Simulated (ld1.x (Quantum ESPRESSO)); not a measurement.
Values are calculated unless marked as measured or tabulated.
Hardness and transferability of assorted potentials

Generated with ld1.x 7.5 (TM, RRKJ, ultrasoft, PAW), atompaw 4.2 or ONCVPSP 4.0.1. The cutoff is in Ry: for ld1.x and atompaw files where the sum of valence levels is converged to 10 mRy in a Bessel basis, for ONCV files where the hardest occupied wave has 1 mHa per electron of residual kinetic energy. The error is the largest all-electron minus pseudo excitation energy over each file’s own four to seven test configurations (ionisations up to +4, promotions, holes and added fractions of an electron), all of which were solved. The labels leave out finer settings (local radius, basis sizes, second energies), which also bear on the numbers. Spin-polarised tests are not counted. The rows are a selection from randomly drawn settings: files with unsolved tests, undetermined cutoffs or missed reference levels are left out.

A true bound ghost makes a file unfit for plane-wave use even where its test errors are small: the radial tests pick states by their node count and pass the ghost by.

```tsv
element	potential	cutoff (Ry)	largest error (meV)	bound ghosts
Cl	TM, PBEsol, non-relativistic, rc 1.15/1.60/1.65 (spd), local s, core correction no, reference 3s2 3p5	50	+245	none
As	ultrasoft, PW91, non-relativistic, rc 1.60/1.75/1.60 (spd), local smoothed, core correction yes, reference 4s2 4p2	12	-358	none
Rh	TM, PBE, fully relativistic, rc 1.80/1.75/1.85 (spd), local smoothed, core correction yes, reference 4p6 4d7 5s0 5p0	50	+58	s
Ag	TM, LDA (PZ), scalar-relativistic, rc 1.70/3.25/1.35/3.60 (spdf), local f, core correction yes, reference 4d10 5s0 5p0	80	-166	none
Pr	TM, PBEsol, fully relativistic, rc 3.40/3.20/3.60 (spd), local s, core correction yes, reference 5d1 6s2 6p0	10	-75	p1/2, p3/2
```

Question: Fill in the row for B: TM, PBE, scalar-relativistic, rc 1.20/2.65 (sp), local s, core correction yes, reference 2s2 2p1.

Answer: cutoff 21 Ry, largest error +195 meV, bound ghosts: none.

Question: Fill in the row for Au: TM semilocal, PBE, scalar-relativistic, rc 1.30/1.85/2.40 (spd), local s, core correction no, reference 5s2 5p6 5d10 6s0 6p0.

Answer: cutoff 100 Ry, largest error +2097 meV, bound ghosts: none.

Question: Fill in the row for Rh: TM, PBE, scalar-relativistic, rc 1.60/1.55/1.20 (spd), local d, core correction no, reference 4s2 4p6 4d7 5s0 5p0.

Answer: cutoff 70 Ry, largest error +1366 meV, bound ghosts: none.
